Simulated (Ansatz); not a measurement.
Several settings on one geometry of CoW₂⁻ (that of the charge -1 singlet, B3LYP-D4/def2-TZVPD). Ansatz on 4 threads of Arm Neoverse V2 on a shared host; times are rough.

```
atom    x (Å)   y (Å)    z (Å)
 Co1  -2.1553  1.5003  -0.5931
  W2  -0.2457  0.3895   0.0867
  W3  -0.7197  2.2645   1.0478
```

Totals from different functionals, basis sets or treatments of relativity can't be compared as stabilities.

In the def2 sets W takes a core potential; there is no spin–orbit coupling.

At B3LYP-D4/def2-TZVPD a quintet lies 1.56 eV below the restricted singlet of charge -1, at its own geometry.

The spins typed aren't always the lowest for that charge.

Task: Give the basis size and estimate the energy, ⟨S²⟩ and time of these runs.

```
run                 method  charge    state                                                                                            further keys
  1  RKS ωB97X-V/def2-SVPD      -1  singlet                                                                                            forces asked
  2  ROKS ωPBEh/def2-mTZVP       0  doublet  fitting: {mean_field: def2-universal-jkfit}; scf: {omitted_lower_state_checks: [starts]}; forces asked
  3    UKS PBE0/def2-TZVPD      -1  singlet                                                             fitting: {mean_field: def2-universal-jkfit}
```

Result: 
| run | functions | energy (Eh) | ⟨S²⟩ | wall time |
| --- | --- | --- | --- | --- |
| 1 | 104 | -1516.2360 | – | 18 s |
| 2 | 105 | -1516.4361 | – | 16 s |
| 3 | 134 | -1516.5605 | 3.24 | 2.8 min |

The restricted singlet is unstable towards broken spin symmetry at other levels; at RKS ωB97X-V/def2-SVPD this wasn't settled. At UKS PBE0/def2-TZVPD the unrestricted singlet has broken spin symmetry (⟨S²⟩ up to 3.24).
